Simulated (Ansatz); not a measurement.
Calculated with Ansatz (gas phase, PBE0-D4/def2-TZVP geometries, no zero-point term in ΔE). CCSD(T)/CBS is the MP2 limit (def2-TZVPP, def2-QZVPP) plus CCSD(T) − MP2 in def2-TZVPP, frozen cores. This one scheme is used for every species. Functionals use def2-TZVPP. HSE06 is defined as in plane-wave codes. Each species was taken in one conformer, which may not be the lowest.

Reaction (silylene formation by 1,1-elimination): `CC[SiH2]C#N` → `C#N` + `CC[SiH]`

Problem. Is it downhill or uphill in electronic energy at CCSD(T)/CBS, and by how much? (Estimate.)

Solution. Computed: Uphill: ΔE = +67.6 kcal/mol.

Problem. What do these levels give: HSE06-D4, PBE-QIDH, r2SCAN, BHLYP, CCSD(T)/def2-SVP, CCSD/def2-TZVPP? (Estimate.)

Solution. Ansatz gave: HSE06-D4 69.6, PBE-QIDH 71.6, r2SCAN 71.5, BHLYP 67.7, CCSD(T)/def2-SVP 63.6, CCSD/def2-TZVPP 65.9 kcal/mol.

Problem. What do rigid-rotor, harmonic-oscillator terms from PBE0-D4/def2-TZVP frequencies (298.15 K, 1 bar) make of the CCSD(T)/CBS value? (Estimate.)

Solution. Computed: ΔZPE = -2.4 kcal/mol, ΔH = +66.1 kcal/mol, ΔS = 148 J/(mol·K), ΔG = +55.6 kcal/mol.

Largest T1 diagnostic among the species: 0.014.

Leaving LDA and LC-ωPBE aside and taking each functional with its dispersion term where it has one, the values, not all of them listed here, spread over 9.0 kcal/mol, from BLYP-D4 to r2SCAN0-D4. LDA lies +6.8 kcal/mol from PBE without D4. From PBE to PBE0 (25 % exact exchange), in def2-TZVPP and without D4, ΔE moves by +2.8 kcal/mol. At CCSD(T), def2-SVP lies −4.0 kcal/mol from the extrapolated value and def2-TZVPP −1.1 kcal/mol.
